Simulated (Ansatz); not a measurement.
Relative stability

The two ends of one reaction step of SiH3Cl3, closed shell (PBE0-D4/def2-TZVP).

A:

```csv
atom,x (Å),y (Å),z (Å)
Si1,-0.4103,0.2702,-1.0636
Cl2,1.6043,0.5161,-1.0232
Cl3,-0.8664,-1.6682,-0.6715
Cl4,-1.2702,1.4666,0.3330
H5,-0.9185,0.6318,-2.3939
H6,1.2499,-0.7321,2.2616
H7,0.6112,-0.4844,2.5575
```

B:

Si1  (-0.855, 0.370, 0.119)
Cl2  (2.815, -0.155, -0.276)
Cl3  (-0.578, -1.651, -0.133)
Cl4  (-2.846, 0.743, 0.350)
H5  (-0.380, 1.052, -1.097)
H6  (1.991, -1.139, -0.308)
H7  (-0.148, 0.780, 1.345)
(Å)

Program: Ansatz 0.2.0. Basis: def2-TZVPP. Cores are frozen in the correlated methods. B3LYP uses VWN-RPA correlation.

(1) Which structure is lower at CCSD(T), and by how much? (To be estimated.)

No T1 diagnostic of these runs exceeds 0.009.

## Answers

(1) The calculation gives: A, by 15.45 kcal/mol (electronic energy, against the other). By their contacts, A is a complex of SiHCl₃ ([Cl][SiH]([Cl])[Cl]) + H₂ and B is a complex of SiH₂Cl₂ ([Cl][SiH2][Cl]) + HCl.

All methods give the same order:

```tsv
method	E(B) − E(A) (kcal/mol)
SPW92	15.03
PBE-D4	16.73
BLYP-D4	16.47
r2SCAN-D4	17.80
B97M-V	17.11
PBE0-D4	16.41
B3LYP-D4	16.10
r2SCAN0-D4	17.24
BHLYP-D4	15.78
CAM-B3LYP-D4	15.25
wB97X-V	16.17
wB97M-V	16.88
B2PLYP	16.01
PBE-QIDH	16.72
RPA on PBE	14.57
HF	13.85
MP2	17.79
CCSD	14.68
CCSD(T)	15.45
```

Labels in which every atom is bracketed show which atoms are joined, not bond orders.

For scale, one of the runs: CCSD(T)/def2-TZVPP, 210 basis functions, launched by `ansatz run in.yaml --threads 4 --pin off --events-out ev --progress --plain --max-ram 9574MiB`. The run took 44 s on 4 CPU threads of an Arm Neoverse V2 (shared host), with 2.5 GiB of host memory at its peak.
